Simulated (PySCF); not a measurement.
Start geometry of `N#C[SiH2]N[SiH3]` from GFN2-xTB (Å):
```
atom  x, y, z in Å
N1     3.628   -0.495   -0.548
C2     2.601   -0.258   -0.043
Si3    0.953    0.114    0.781
N4    -0.158   -0.131   -0.463
Si5   -1.921    0.046   -0.405
H6     1.029    1.506    1.263
H7     0.789   -0.849    1.874
H8     0.200   -0.238   -1.394
H9    -2.463   -0.836   -1.396
H10   -2.303    1.440   -0.655
H11   -2.318   -0.326    0.970
```

Problem. What comes out of this run: PBE0-D3(BJ)/def2-SVP geometry optimisation, gas phase in PySCF?

Solution. 
```
atom  x, y, z in Å
N1     3.0911   -1.4827   -0.1040
C2     2.2881   -0.7295    0.2612
Si3    0.9724    0.4866    0.8020
N4    -0.2552    0.6647   -0.3944
Si5   -1.7128   -0.2842   -0.5957
H6     1.6906    1.7690    1.0281
H7     0.3898   -0.0688    2.0502
H8    -0.0275    1.2965   -1.1590
H9    -1.6293   -1.2130   -1.7635
H10   -2.8917    0.6103   -0.7987
H11   -1.8768   -1.0744    0.6581
```

The energy falls by 20.0 kJ/mol over 23 energy and gradient evaluations, the largest force component goes from 0.0342 to 1.5e-04 Eh/bohr, and the atoms move by 0.907 Å rms after alignment. The bond that changes most is Si5–H9 (SiH3 silicon to Si–H hydrogen), which lengthens by 0.061 Å. Bonds longer at the end by more than 0.005 Å: 7 of 10; shorter: 3. Among the angles that change most is C2–Si3–N4, from 103.0° to 111.6°. Among the dihedrals that turn most is H7–Si3–N4–Si5, from 65° to -29°. Rotational constants go from 10925, 1263, 1163 to 6349, 1480, 1288 MHz. The orientation of the end geometry is arbitrary; only internal coordinates are fixed.

The run used 108 basis functions and 164 SCF cycles in all. The run took 67 s on an Intel Xeon 6975P-C with one thread, no GPU, shared host, and the process peaked at 0.46 GiB of memory.

Not checked by PBE0-D3(BJ)/def2-SVP frequencies. The numbers are those of one conformer.
